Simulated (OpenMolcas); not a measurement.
Computed levels of Bi2+

```json
{
  "Program": "OpenMolcas",
  "Method": "MS-RASPT2, IPEA 0.25 Eh, imaginary shift 0.1 Eh (closed shells correlated: 5d)",
  "Basis": "ANO-RCC-VTZP [8s7p5d3f2g]",
  "Scalar Hamiltonian": "DKH2, point nucleus",
  "Active space": "3 electrons in 9 orbitals (RAS2 6s 6p; RAS3 6d, at most 2 electrons)",
  "State averaging": "2S+1 = 4 odd, 1 root; 2S+1 = 2 odd, 11 roots; 2S+1 = 4 even, 3 roots; 2S+1 = 2 even, 9 roots",
  "Spin-orbit coupling": "state interaction with AMFI integrals over the reference wave functions, term energies averaged over their components"
}
```

With spin-orbit coupling, above the lowest level:

```json
{"Configuration": "6s² 6p", "Term": "²P°", "J": "1/2", "E (cm⁻¹)": "0.0", "Measured (cm⁻¹)": "0.0", "g": "0.666", "Term weight %": "100", "Second": ""}
{"Configuration": "6s² 6p", "Term": "²P°", "J": "3/2", "E (cm⁻¹)": "18350", "Measured (cm⁻¹)": "20788", "g": "1.334", "Term weight %": "100", "Second": ""}
{"Configuration": "6s 6p²", "Term": "⁴P", "J": "1/2", "E (cm⁻¹)": "72700", "Measured (cm⁻¹)": "70254", "g": "2.567", "Term weight %": "89", "Second": "9 ²S"}
{"Configuration": "6s 6p²", "Term": "⁴P", "J": "3/2", "E (cm⁻¹)": "83140", "Measured (cm⁻¹)": "83038", "g": "1.712", "Term weight %": "97", "Second": "2 ²D"}
{"Configuration": "6s 6p²", "Term": "⁴P", "J": "5/2", "E (cm⁻¹)": "89640", "Measured (cm⁻¹)": "89236", "g": "1.474", "Term weight %": "68", "Second": "32 ²D"}
{"Configuration": "6s 6p²", "Term": "²D", "J": "3/2", "E (cm⁻¹)": "97800", "Measured (cm⁻¹)": "108586", "g": "0.849", "Term weight %": "92", "Second": "7 ²P"}
```

Against the 5 measured excited levels shown (Moore, Atomic Energy Levels, vol. III, NSRDS-NBS 35 (1971 reprint of NBS Circular 467, 1958)) the mean absolute deviation is 3200 cm-1; the largest miss in energy is 6s 6p² ²D_3/2: computed 97800, measured 108586 cm⁻¹ (-9.9 %).

Spin-orbit coupling puts the lowest level 12240 cm⁻¹ below the lowest spin-free term.

CASPT2 does not keep the components of a term degenerate, so their means are used; among the terms shown or strongly mixed into the levels shown the widest spread is 37 cm-1 (6s 6p² ²D). The run also gave levels led by 6s 6p 6d, which use shells meant for correlation; these and all levels above them are left out. Spin-orbit splittings of 6p shells tend to come out small when the coupling is added on scalar orbitals. Some terms mix strongly with configurations of 6d, whose occupation reaches 0.31 (6s 6p² ²D). Measured partners are found by configuration, term and J. A level has none where our copy of the source lacks it or the pairing is in doubt (some pairs that miss far off the trend of their configuration count as doubtful), and it then counts in no deviation. Levels of configurations outside the active space are missing. The first state left out of the spin-orbit step lies near 120000 cm-1 above the lowest spin-free state of the reference (among the parities and spins computed), and the list stops at four fifths of that energy or lower.

The term weight is that of the spin-free term in the level, not the purity of its configuration. ° marks odd parity.
